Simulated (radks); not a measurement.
Values are calculated unless marked as measured or tabulated.
The nuclear charge of neutral silicon is varied continuously with 14 electrons held in [Ne] 3s2 3p2. Code: a radial shooting solver on a logarithmic mesh with Libxc functionals. Model: scalar-relativistic Kohn-Sham, PBE, spin-unpolarised, spherical densities, point nucleus. By the Hellmann-Feynman theorem dE/dZ = E(electron-nucleus)/Z, the electronic potential at the nucleus. The scalar-relativistic energy here is not variational (the density holds large components alone), so the two differ by a part that grows with Z.

Z,E (hartree),E(electron-nucleus)/Z (hartree),HOMO,e(HOMO) (eV),<r> HOMO (bohr)
13.8,-280.04192,-48.5084,3p,-2.543,3.008
14,-289.83684,-49.4214,3p,-4.081,2.795
14.2,-299.81429,-50.3327,3p,-5.793,2.621
14.4,-309.97398,-51.2428,3p,-7.669,2.474
14.6,-320.31571,-52.1519,3p,-9.701,2.347
14.8,-330.83929,-53.0602,3p,-11.885,2.236
15,-341.54461,-53.9680,3p,-14.215,2.137

The central difference of E at Z = 14 is -49.431 hartree, to compare with the third column; the second derivative is -4.56 hartree.
